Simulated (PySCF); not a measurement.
**Structure and specific rotation at 589.3 nm (origin-invariant length gauge)**

The calculation used PySCF, TDDFT CAM-B3LYP/def2-SVPD circular dichroism and optical rotation, one conformer, gas phase. Geometry: GFN2-xTB.

Each molecule in one low-energy conformer. The parent is C[C@@H]1CC[Si@H](P)N1.

The molecule is flexible and this is one conformer; a measurement averages over conformers.

Task: How does the specific rotation at 589.3 nm (origin-invariant length gauge) change along this series?
- C[C@@H]1CC[Si@H](P)N1 (base)
- C[C@H]1CC[Si@H](P)N1 (diastereomer)

Result: 
```csv
molecule,[α]589 (deg dm⁻¹ (g/mL)⁻¹),S1 (eV),"R(S1), velocity form (10⁻⁴⁰ esu² cm²)"
C[C@@H]1CC[Si@H](P)N1,+71.0,5.86,-6.0
C[C@H]1CC[Si@H](P)N1,-38.0,5.94,-10.3
```
The specific rotation at 589.3 nm (origin-invariant length gauge) is lowest for C[C@H]1CC[Si@H](P)N1 and highest for C[C@@H]1CC[Si@H](P)N1.
